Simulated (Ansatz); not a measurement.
Correlation energies of `OB[Si](F)([SiH3])Cl` by basis set

```xyz
11

O    -0.1569    2.2371   -0.2393
B     0.9679    1.5157   -0.0639
Si    0.7732   -0.5024   -0.0308
F     1.7713   -1.1181    1.0664
Si   -1.3613   -1.4146    0.3004
Cl    1.4401   -1.1488   -1.8788
H    -0.0120    3.1871   -0.2873
H     2.0360    2.0598    0.0355
H    -1.2920   -2.8983    0.2428
H    -2.2671   -0.9188   -0.7687
H    -1.8992   -0.9987    1.6238
```

The species carries charge 0 and has multiplicity 1. Geometry: relaxed with PBE0-D4/def2-TZVP. It is one conformer, not always the lowest. Frozen core, restricted reference, the Gaussian-basis code of Ansatz. CBS rows extrapolate triple and quadruple zeta; past MP2 they add the triple-zeta difference.

| basis | HF (Eh) | MP2 corr. |
| --- | --- | --- |
| def2-TZVPP | -1239.54300 | -1.01172 |
| def2-QZVPP | -1239.58325 | -1.10105 |

Question: Estimate the CCSD correlation energy and the (T) correction in each basis where they were run (hartree).

Answer: 
```json
{"basis": "def2-TZVPP", "CCSD corr.": "-1.06990", "(T)": "-0.03915"}
{"basis": "CBS(def2)", "CCSD corr.": "-1.22540", "(T)": "as TZ"}
```
